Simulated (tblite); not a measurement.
HClO, charge +1, doublet, at a GFN2-xTB geometry (a state made from the parent by changing its charge; the spin is typed, not shown lowest); GFN1-xTB run with tblite 0.6.0.

Here is a job for tblite.
```
$ tblite run mol.xyz --method gfn1 --charge 1 --spin 1 --etemp 2000 --json tblite.json --no-restart

# file mol.xyz
3

O     -0.04383216     1.02148558     0.01469068
H     -0.96672120     1.40203158     0.00503415
Cl     0.07749285    -0.56317154    -0.00720939
```

Q: What does tblite print? Leave out banner, timings and long lists.

A: 
```
xTB calculator
 | screened Coulomb repulsion
 | Coulomb electrostatics
 |  * isotropic Klopman-Ohno-Mataga-Nishimoto electrostatics
 |  * onsite third-order electrostatics
 | DFT-D3(BJ) dispersion correction

halogen bonding energy    0.0000000000000E+00 Eh
repulsion energy          1.7826787691322E-02 Eh
dispersion energy        -3.3733309621951E-04 Eh
number of electrons       1.3000000000000E+01 e
integral cutoff           1.9731147476801E+01 bohr

------------------------------------------------------------
  cycle        total energy    energy error   density error
------------------------------------------------------------
      1     -8.535501758859  -8.5529912E+00   7.9140562E-01
      2     -8.841439235424  -3.0593748E-01   1.0578894E-01
      3     -8.842003514237  -5.6427881E-04   8.8138895E-02
      4     -8.840163805336   1.8397089E-03   5.4222210E-02
      5     -8.841972130728  -1.8083254E-03   2.7746852E-02
      6     -8.842601251787  -6.2912106E-04   2.8632882E-03
      7     -8.842591453562   9.7982254E-06   4.4159790E-03
      8     -8.842607282328  -1.5828767E-05   3.9735392E-04
      9     -8.842607414478  -1.3214990E-07   2.2442689E-05
     10     -8.842607414860  -3.8147974E-10   5.7830381E-06
------------------------------------------------------------

electronic energy        -8.8600968694548E+00 Eh
total energy             -8.8426074148597E+00 Eh

Post processing:
 | Mayer-Wiberg bond orders

[Info] JSON dump of results written to 'tblite.json'
```
